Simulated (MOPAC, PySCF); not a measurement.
CH₇Ge₂NO, SMILES `[GeH2]([GeH2][NH2])[CH]=O`, neutral singlet in the gas phase. 

Z-matrix (Å, degrees):
```
Ge
H 1 1.5392
H 1 1.5420 2 109.83
C 1 2.0039 2 107.33 3 -118.94
O 4 1.2009 1 121.74 2 -40.02
H 4 1.1265 5 120.55 1 178.50
Ge 1 2.4259 2 110.15 3 122.26
H 7 1.5405 1 110.81 2 -173.00
N 7 1.8433 8 106.44 1 -115.73
H 9 1.0171 7 113.89 8 -179.27
H 9 1.0176 10 108.00 7 -127.42
H 7 1.5504 8 108.47 9 -124.38
```
Charge 0, spin multiplicity 1.

All levels are single points at this geometry (PBE0-D4/def2-SVP); Pople sets use spherical d functions. Orbital energies aren't observables, and empty levels follow the basis.

PBE0-D4/def2-TZVP in PySCF gives HOMO (eV) = -6.92.

**Question.** Estimate the HOMO (eV) from each of these levels: B3LYP-D3(BJ)/def2-TZVP in PySCF; PBE-D3(BJ)/def2-TZVP in PySCF; HF/6-31G* in PySCF; PM6 in MOPAC; PM7 in MOPAC.

**Answer.** 
```json
[
 {"level": "B3LYP-D3(BJ)/def2-TZVP in PySCF", "HOMO (eV)": "-6.71"},
 {"level": "PBE-D3(BJ)/def2-TZVP in PySCF", "HOMO (eV)": "-5.56"},
 {"level": "HF/6-31G* in PySCF", "HOMO (eV)": "-10.00"},
 {"level": "PM6 in MOPAC", "HOMO (eV)": "-9.31"},
 {"level": "PM7 in MOPAC", "HOMO (eV)": "-9.38"}
]
```
